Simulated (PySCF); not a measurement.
Species: C6H8F2.
SMILES: `F[C@@H]1C[C@@]2(F)CC[C@@H]12`

Jobs on this species (16 atoms, 62 electrons) with PySCF (density fitting). Hardware of each: one thread of an Intel Xeon 6975P-C (shared host). Other jobs ran on the host; a repeat could differ by tens of per cent or more. Peak memory is the resident size of the whole Python process, interpreter and libraries included.

```tsv
level and settings	work	basis functions	SCF cycles	wall time	peak memory
OPBE/pcSseg-1, grid level 3	shieldings, ring-centre shieldings	176	?	?	?
PBE0/pcSseg-1	shieldings, ring-centre shieldings, charges and field gradients	176	?	?	?
PBE0/def2-SVPD, IEF-PCM methanol	3 singlets by TDA, 2 Tamm–Dancoff triplets, polarisability	230	?	?	?
PBE0/6-31++G**, energy threshold 1e-11 Eh, level shift 0.2 Eh	shieldings, ring-centre shieldings, charges and field gradients	192	13	25 s	0.78 GiB
LC-wPBE/6-31G*, energy threshold 1e-06 Eh, level shift 0.2 Eh	spin–spin couplings from 16 perturbed nuclei, spin–dipole term for 2 of them	128	8	23 s	0.63 GiB
PBE0/def2-SVPD	6 singlets by full TDDFT, 2 Tamm–Dancoff triplets, polarisability	230	12	28 s	0.88 GiB
wB97X-D/def2-SVPD, energy threshold 1e-08 Eh	3 singlets by TDA, polarisability	230	9	24 s	1.1 GiB
PBE0/6-31++G**, grid level 1	spin–spin couplings from 16 perturbed nuclei, spin–dipole term for 2 of them	192	10	26 s	0.87 GiB
PBE0/pcSseg-1	shieldings, ring-centre shieldings	176	12	16 s	0.80 GiB
```

Problem. Fill in the missing figures.

Solution. 
- OPBE/pcSseg-1, grid level 3; shieldings, ring-centre shieldings: 27 s, 0.70 GiB, 14 SCF cycles
- PBE0/pcSseg-1; shieldings, ring-centre shieldings, charges and field gradients: 18 s, 0.79 GiB, 12 SCF cycles
- PBE0/def2-SVPD, IEF-PCM methanol; 3 singlets by TDA, 2 Tamm–Dancoff triplets, polarisability: 23 s, 1.1 GiB, 12 SCF cycles

Problem. What do all jobs in the table cost together?

Solution. About 3.5 min; the longest takes about 13 % of that, and about 1.8 times as long as the shortest.

wB97X-D is run here without its empirical dispersion term; that term would change no orbital, density or response property at a fixed geometry.
